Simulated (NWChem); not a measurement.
TiHCl3; SMILES [Cl][TiH]([Cl])[Cl]

```xyz
5

Ti     0.0000     0.0000    -0.2901
Cl    -0.5672    -2.0290     0.1632
Cl     2.0408     0.5233     0.1632
Cl    -1.4736     1.5057     0.1632
H      0.0000     0.0000    -1.9408
```
Atoms are numbered in this order, from 1.

Results from NWChem. Medium grid unless said otherwise, to which SCAN and Minnesota functionals are sensitive. All runs use the structure optimised with PBE0/def2-SVP. Total energies of different functionals are on different scales.

```json
[
 {"level": "B3LYP/def2-SVP", "energy (Ha)": "-2230.3634", "highest occupied level (eV)": "-9.17", "orbital gap (eV)": "5.57", "dipole (D)": "0.31"},
 {"level": "PBE/def2-SVP", "energy (Ha)": "-2229.5290", "highest occupied level (eV)": "-7.95", "orbital gap (eV)": "3.61", "dipole (D)": "0.50"},
 {"level": "LC-BLYP (range parameter 0.33 per bohr)/def2-SVP", "energy (Ha)": "-2229.3315", "highest occupied level (eV)": "-11.60", "orbital gap (eV)": "10.27", "dipole (D)": "0.20"},
 {"level": "CAM-B3LYP/def2-SVP", "energy (Ha)": "-2230.3608", "highest occupied level (eV)": "-10.76", "orbital gap (eV)": "8.51", "dipole (D)": "0.16"},
 {"level": "r2SCAN/def2-SVP", "energy (Ha)": "-2230.2095", "highest occupied level (eV)": "-8.51", "orbital gap (eV)": "4.08", "dipole (D)": "0.36"},
 {"level": "BHandHLYP/def2-SVP", "energy (Ha)": "-2230.2516", "highest occupied level (eV)": "-10.70", "orbital gap (eV)": "8.43", "dipole (D)": "0.02"},
 {"level": "LRC-wPBEh/def2-SVP", "energy (Ha)": "-2229.6531", "highest occupied level (eV)": "-11.41", "orbital gap (eV)": "9.59", "dipole (D)": "0.13"},
 {"level": "BP86/def2-SVP", "energy (Ha)": "-2230.5656", "highest occupied level (eV)": "-8.07", "orbital gap (eV)": "3.61", "dipole (D)": "0.50"}
]
```
